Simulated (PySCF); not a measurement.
# [Zr(Cl)3(F)] (charge 0, multiplicity 1)

These are TPSSh-D3(BJ)/def2-TZVP // r2SCAN-D4/def2-SVP in PySCF values and carry that method's errors.

```yaml
HOMO: -8.99 eV
dipole_moment: 0.01 D
LUMO: -2.96 eV
HOMO–LUMO gap: 6.03 eV
charge on the central atom (Mulliken): 1.50 e
total_energy: -1527.9590 Ha
cost: around 4 core-minutes (rough)
```

```xyz
5

Zr    -0.0082     0.0058    -0.0007
Cl    -0.3767     0.5094    -2.2513
Cl     0.3475     1.9708     1.2103
Cl    -1.8414    -1.1492     0.8707
F      1.5241    -1.0844     0.1387
```
